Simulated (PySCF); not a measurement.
# Relaxation of singlet TaNCl₂

Level of theory: PySCF, B3LYP, basis Ta def2-SVP with ECP60, N def2-SVP, Cl def2-SVP (scalar-relativistic core potentials, no spin–orbit coupling, density fitting). A (50,194) grid was used.

A start displaced from a saddle point along its imaginary mode, of Cs symmetry, held to at least that symmetry:

```xyz
4
charge 0 multiplicity 1, angstrom
Ta    0.0000   -0.0573    0.1377
N     0.0000    0.2500    1.8229
Cl    2.1966    0.0982   -0.7212
Cl   -2.1966    0.0982   -0.7212
```

Optimiser trace:
```json
{"step": "0", "E − E(last) (kJ/mol)": "18.69", "largest gradient (Eh/bohr)": "0.02892"}
{"step": "1", "E − E(last) (kJ/mol)": "10.71", "largest gradient (Eh/bohr)": "0.00749"}
{"step": "2", "E − E(last) (kJ/mol)": "8.00", "largest gradient (Eh/bohr)": "0.01373"}
{"step": "3", "E − E(last) (kJ/mol)": "3.38", "largest gradient (Eh/bohr)": "0.00648"}
{"step": "4", "E − E(last) (kJ/mol)": "1.33", "largest gradient (Eh/bohr)": "0.00787"}
{"step": "5", "E − E(last) (kJ/mol)": "0.66", "largest gradient (Eh/bohr)": "0.00645"}
{"step": "6", "E − E(last) (kJ/mol)": "0.21", "largest gradient (Eh/bohr)": "0.00678"}
{"step": "7", "E − E(last) (kJ/mol)": "0.03", "largest gradient (Eh/bohr)": "0.00235"}
{"step": "8", "E − E(last) (kJ/mol)": "0.00", "largest gradient (Eh/bohr)": "0.00048"}
{"step": "9", "E − E(last) (kJ/mol)": "0.00", "largest gradient (Eh/bohr)": "0.00009"}
```

It ends at Cs with Ta–Cl 2.333 Å (×2), Ta–N 1.692 Å; Cl–Ta–Cl 113.9°, Cl–Ta–N 106.3° (×2) (after a last refinement on a finer grid). A frequency run shows a minimum. Other isomers or separated fragments may lie lower.

No spin–orbit coupling is included, which matters more the heavier the element.
